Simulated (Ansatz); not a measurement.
Ansatz (a program for electronic structure) input (B3LYP-D3(BJ)/def2-TZVP):

Ansatz 0.2 input:
```yaml
crystal:
  periodic: [false, false, false]
  atoms:
    - {symbol: C, position_ang: [-1.97147361, 0.00614513, -0.66257266]}
    - {symbol: C, position_ang: [-0.75363017, -0.06505624, -1.11008578]}
    - {symbol: C, position_ang: [0.64181413, -0.07852444, -0.75701341]}
    - {symbol: Cl, position_ang: [0.89330899, 0.05834195, 1.07721629]}
    - {symbol: H, position_ang: [-2.83343467, -0.02014323, -1.32057027]}
    - {symbol: H, position_ang: [-2.16926953, 0.09606979, 0.40616999]}
    - {symbol: H, position_ang: [1.18428197, 0.76444278, -1.17982533]}
    - {symbol: H, position_ang: [1.13190735, -1.00756920, -1.04042031]}
basis:
  gaussian:
    orbitals: def2-TZVP
hamiltonian:
  xc: b3lyp
  dispersion: d3bj
magnetization: {spin_polarized: true, initial_magnetization: 1}
phonons: {temperatures: {t_min: 298.15, t_max: 298.15, t_step: 100}}
```

Output:

```
Functional definition: B3LYP
integrals: 0.06 GiB planned
979 factors; their error is unknown
mean field: 0.80 GiB planned
mean field evaluation 1: about -15690.3854 eV, gradient 3.9e1 eV
mean field evaluation 2: about -15685.4325 eV, gradient 4.8e1 eV
mean field evaluation 4: about -15698.1517 eV, gradient 5.0e0 eV
mean field evaluation 8: about -15698.2772 eV, gradient 2.5e-1 eV
mean field evaluation 16: about -15698.2977 eV, gradient 9.9e-4 eV
mean field -15698.29773677 eV, -576.9018011378 hartree, gradient 3.6e-5 eV, S^2 0.759300; 0 other end points of the search recorded, 0 dependent functions left out
the calculation of the forces begins
reference -15698.29798037 eV, -576.9018100901 hartree; 20, 19 occupied and 134, 135 virtual orbitals, 979 factors
these checks for a lower state are left out or cut short: stability, starts, cluster_reference, orbital_swaps, neighbouring_geometries, increment
integrals: 0.06 GiB planned
979 factors; their error is unknown
mean field: 0.80 GiB planned
mean field -15698.29754456 eV, -576.9017940743 hartree, gradient 2.3e-6 eV, S^2 0.759328; 0 other end points of the search recorded, 0 dependent functions left out
the calculation of the forces begins
reference -15698.29778814 eV, -576.9018030258 hartree; 20, 19 occupied and 134, 135 virtual orbitals, 979 factors
these checks for a lower state are left out or cut short: stability, starts, cluster_reference, orbital_swaps, neighbouring_geometries, increment
integrals: 0.06 GiB planned
979 factors; their error is unknown
mean field: 0.80 GiB planned
mean field evaluation 32: about -15698.2761 eV, gradient 2.9e-4 eV
mean field -15698.29758322 eV, -576.9017954949 hartree, gradient 2.6e-6 eV, S^2 0.759272; 0 other end points of the search recorded, 0 dependent functions left out
the calculation of the forces begins
reference -15698.29782684 eV, -576.9018044480 hartree; 20, 19 occupied and 134, 135 virtual orbitals, 979 factors
these checks for a lower state are left out or cut short: stability, starts, cluster_reference, orbital_swaps, neighbouring_geometries, increment
integrals: 0.06 GiB planned
979 factors; their error is unknown
mean field: 0.80 GiB planned
mean field -15698.29754688 eV, -576.9017941596 hartree, gradient 2.6e-6 eV, S^2 0.759250; 0 other end points of the search recorded, 0 dependent functions left out
the calculation of the forces begins
reference -15698.29779054 eV, -576.9018031139 hartree; 20, 19 occupied and 134, 135 virtual orbitals, 979 factors
these checks for a lower state are left out or cut short: stability, starts, cluster_reference, orbital_swaps, neighbouring_geometries, increment
integrals: 0.06 GiB planned
979 factors; their error is unknown
mean field: 0.80 GiB planned
mean field -15698.29764694 eV, -576.9017978366 hartree, gradient 2.3e-6 eV, S^2 0.759350; 0 other end points of the search recorded, 0 dependent functions left out
the calculation of the forces begins
reference -15698.29789049 eV, -576.9018067869 hartree; 20, 19 occupied and 134, 135 virtual orbitals, 979 factors
these checks for a lower state are left out or cut short: stability, starts, cluster_reference, orbital_swaps, neighbouring_geometries, increment
integrals: 0.06 GiB planned
979 factors; their error is unknown
mean field: 0.80 GiB planned
mean field -15698.29765690 eV, -576.9017982028 hartree, gradient 2.6e-6 eV, S^2 0.759270; 0 other end points of the search recorded, 0 dependent functions left out
the calculation of the forces begins
reference -15698.29790054 eV, -576.9018071564 hartree; 20, 19 occupied and 134, 135 virtual orbitals, 979 factors
these checks for a lower state are left out or cut short: stability, starts, cluster_reference, orbital_swaps, neighbouring_geometries, increment
integrals: 0.06 GiB planned
[...]
reference -15698.29792165 eV, -576.9018079320 hartree; 20, 19 occupied and 134, 135 virtual orbitals, 979 factors
these checks for a lower state are left out or cut short: stability, starts, cluster_reference, orbital_swaps, neighbouring_geometries, increment
integrals: 0.06 GiB planned
979 factors; their error is unknown
mean field: 0.80 GiB planned
mean field -15698.29768395 eV, -576.9017991967 hartree, gradient 2.9e-6 eV, S^2 0.759299; 0 other end points of the search recorded, 0 dependent functions left out
the calculation of the forces begins
reference -15698.29792750 eV, -576.9018081471 hartree; 20, 19 occupied and 134, 135 virtual orbitals, 979 factors
these checks for a lower state are left out or cut short: stability, starts, cluster_reference, orbital_swaps, neighbouring_geometries, increment
integrals: 0.06 GiB planned
979 factors; their error is unknown
mean field: 0.80 GiB planned
mean field -15698.29769309 eV, -576.9017995325 hartree, gradient 1.9e-6 eV, S^2 0.759301; 0 other end points of the search recorded, 0 dependent functions left out
the calculation of the forces begins
reference -15698.29793674 eV, -576.9018084867 hartree; 20, 19 occupied and 134, 135 virtual orbitals, 979 factors
these checks for a lower state are left out or cut short: stability, starts, cluster_reference, orbital_swaps, neighbouring_geometries, increment
integrals: 0.06 GiB planned
979 factors; their error is unknown
mean field: 0.80 GiB planned
mean field evaluation 160: about -15698.2763 eV, gradient 2.2e-4 eV
mean field -15698.29768386 eV, -576.9017991934 hartree, gradient 1.9e-6 eV, S^2 0.759298; 0 other end points of the search recorded, 0 dependent functions left out
the calculation of the forces begins
reference -15698.29792741 eV, -576.9018081437 hartree; 20, 19 occupied and 134, 135 virtual orbitals, 979 factors
these checks for a lower state are left out or cut short: stability, starts, cluster_reference, orbital_swaps, neighbouring_geometries, increment
integrals: 0.06 GiB planned
979 factors; their error is unknown
mean field: 0.80 GiB planned
mean field -15698.29771160 eV, -576.9018002129 hartree, gradient 1.9e-6 eV, S^2 0.759302; 0 other end points of the search recorded, 0 dependent functions left out
the calculation of the forces begins
reference -15698.29795525 eV, -576.9018091671 hartree; 20, 19 occupied and 134, 135 virtual orbitals, 979 factors
these checks for a lower state are left out or cut short: stability, starts, cluster_reference, orbital_swaps, neighbouring_geometries, increment
integrals: 0.06 GiB planned
979 factors; their error is unknown
mean field: 0.80 GiB planned
mean field -15698.29764170 eV, -576.9017976442 hartree, gradient 1.9e-6 eV, S^2 0.759305; 0 other end points of the search recorded, 0 dependent functions left out
the calculation of the forces begins
reference -15698.29788534 eV, -576.9018065977 hartree; 20, 19 occupied and 134, 135 virtual orbitals, 979 factors
these checks for a lower state are left out or cut short: stability, starts, cluster_reference, orbital_swaps, neighbouring_geometries, increment
integrals: 0.06 GiB planned
979 factors; their error is unknown
mean field: 0.80 GiB planned
mean field -15698.29763352 eV, -576.9017973435 hartree, gradient 2.9e-6 eV, S^2 0.759295; 0 other end points of the search recorded, 0 dependent functions left out
the calculation of the forces begins
reference -15698.29787709 eV, -576.9018062945 hartree; 20, 19 occupied and 134, 135 virtual orbitals, 979 factors
these checks for a lower state are left out or cut short: stability, starts, cluster_reference, orbital_swaps, neighbouring_geometries, increment
integrals: 0.06 GiB planned
979 factors; their error is unknown
mean field: 0.80 GiB planned
mean field evaluation 192: about -15698.2977 eV, gradient 2.1e-4 eV
mean field -15698.29770105 eV, -576.9017998254 hartree, gradient 3.1e-6 eV, S^2 0.759296; 0 other end points of the search recorded, 0 dependent functions left out
the calculation of the forces begins
reference -15698.29794464 eV, -576.9018087772 hartree; 20, 19 occupied and 134, 135 virtual orbitals, 979 factors
these checks for a lower state are left out or cut short: stability, starts, cluster_reference, orbital_swaps, neighbouring_geometries, increment
integrals: 0.06 GiB planned
979 factors; their error is unknown
mean field: 0.80 GiB planned
mean field -15698.29775147 eV, -576.9018016783 hartree, gradient 1.9e-6 eV, S^2 0.759304; 0 other end points of the search recorded, 0 dependent functions left out
the calculation of the forces begins
reference -15698.29799509 eV, -576.9018106310 hartree; 20, 19 occupied and 134, 135 virtual orbitals, 979 factors
these checks for a lower state are left out or cut short: stability, starts, cluster_reference, orbital_swaps, neighbouring_geometries, increment
integrals: 0.06 GiB planned
979 factors; their error is unknown
mean field: 0.80 GiB planned
mean field -15698.29771768 eV, -576.9018004362 hartree, gradient 1.9e-6 eV, S^2 0.759301; 0 other end points of the search recorded, 0 dependent functions left out
the calculation of the forces begins
reference -15698.29796131 eV, -576.9018093896 hartree; 20, 19 occupied and 134, 135 virtual orbitals, 979 factors
these checks for a lower state are left out or cut short: stability, starts, cluster_reference, orbital_swaps, neighbouring_geometries, increment
integrals: 0.06 GiB planned
979 factors; their error is unknown
mean field: 0.80 GiB planned
mean field -15698.29768000 eV, -576.9017990515 hartree, gradient 3.0e-6 eV, S^2 0.759299; 0 other end points of the search recorded, 0 dependent functions left out
the calculation of the forces begins
reference -15698.29792357 eV, -576.9018080026 hartree; 20, 19 occupied and 134, 135 virtual orbitals, 979 factors
these checks for a lower state are left out or cut short: stability, starts, cluster_reference, orbital_swaps, neighbouring_geometries, increment
integrals: 0.06 GiB planned
979 factors; their error is unknown
mean field: 0.80 GiB planned
mean field -15698.29767394 eV, -576.9017988291 hartree, gradient 3.1e-6 eV, S^2 0.759300; 0 other end points of the search recorded, 0 dependent functions left out
the calculation of the forces begins
reference -15698.29791758 eV, -576.9018077827 hartree; 20, 19 occupied and 134, 135 virtual orbitals, 979 factors
these checks for a lower state are left out or cut short: stability, starts, cluster_reference, orbital_swaps, neighbouring_geometries, increment
integrals: 0.06 GiB planned
979 factors; their error is unknown
mean field: 0.80 GiB planned
mean field evaluation 224: about -15698.2760 eV, gradient 2.9e-1 eV
mean field -15698.29766157 eV, -576.9017983743 hartree, gradient 3.1e-6 eV, S^2 0.759299; 0 other end points of the search recorded, 0 dependent functions left out
the calculation of the forces begins
reference -15698.29790514 eV, -576.9018073252 hartree; 20, 19 occupied and 134, 135 virtual orbitals, 979 factors
these checks for a lower state are left out or cut short: stability, starts, cluster_reference, orbital_swaps, neighbouring_geometries, increment
integrals: 0.06 GiB planned
979 factors; their error is unknown
mean field: 0.80 GiB planned
mean field -15698.29769877 eV, -576.9017997413 hartree, gradient 3.1e-6 eV, S^2 0.759302; 0 other end points of the search recorded, 0 dependent functions left out
the calculation of the forces begins
reference -15698.29794234 eV, -576.9018086925 hartree; 20, 19 occupied and 134, 135 virtual orbitals, 979 factors
these checks for a lower state are left out or cut short: stability, starts, cluster_reference, orbital_swaps, neighbouring_geometries, increment
integrals: 0.06 GiB planned
979 factors; their error is unknown
mean field: 0.80 GiB planned
mean field -15698.29772088 eV, -576.9018005539 hartree, gradient 1.9e-6 eV, S^2 0.759298; 0 other end points of the search recorded, 0 dependent functions left out
the calculation of the forces begins
reference -15698.29796451 eV, -576.9018095072 hartree; 20, 19 occupied and 134, 135 virtual orbitals, 979 factors
Total energy: -15698.56855428 eV, -576.9117534978 hartree
Atom 0 at    -1.971474     0.006145    -0.662573 Å, force     0.000481    -0.000051    -0.000472 eV/Å
Atom 1 at    -0.753630    -0.065056    -1.110086 Å, force     0.000161    -0.000006    -0.000021 eV/Å
Atom 2 at     0.641814    -0.078524    -0.757013 Å, force    -0.000289    -0.000006    -0.000180 eV/Å
Atom 3 at     0.893309     0.058342     1.077216 Å, force    -0.000316     0.000068     0.000750 eV/Å
Atom 4 at    -2.833435    -0.020143    -1.320570 Å, force    -0.000175     0.000030     0.000312 eV/Å
Atom 5 at    -2.169270     0.096070     0.406170 Å, force    -0.000158     0.000027     0.000284 eV/Å
Atom 6 at     1.184282     0.764443    -1.179825 Å, force     0.000140    -0.000322    -0.000314 eV/Å
Atom 7 at     1.131907    -1.007569    -1.040420 Å, force     0.000157     0.000261    -0.000359 eV/Å
Dipole moment:    -0.055916    -0.021753    -0.297517 e Å
Vibrations: 157.54 216.15 441.91 443.88 560.86 899.00 913.33 930.18 979.20 1172.98 1242.89 1411.52 1466.60 1790.33 3067.02 3083.82 3132.99 3164.51 cm⁻¹, zero-point energy 1.554433 eV
```

It need not be the lowest isomer of its formula.
